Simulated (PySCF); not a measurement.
## Relaxation of doublet CuBr2

All numbers come from PySCF, UPBE0, basis Cu def2-TZVP, Br def2-TZVP (no relativity, density fitting). A (50,194) grid was used.

A hand-made linear start, of D∞h symmetry, held to at least that symmetry:

Coordinates in bohr (charge 0 multiplicity 2):
```
Cu    0.0000    0.0000    0.0000
Br    0.0000    0.0000    4.2708
Br    0.0000    0.0000   -4.2708
```

**Question.** What does it relax to?

**Answer.** It ends at D∞h with Cu–Br 2.204 Å (×2); Br–Cu–Br 180.0°. A frequency run shows a minimum. Other isomers or separated fragments may lie lower.

**Question.** How much energy is released, and in how many steps?

**Answer.** 3.5 kJ/mol in 3 steps.

Other spin states or occupations of the open shell can lie lower.

The relaxation took 21 s on 4 threads of a shared Arm Neoverse V1 host, with 141 basis functions and 4 gradients; the process peaked at 0.8 GiB.
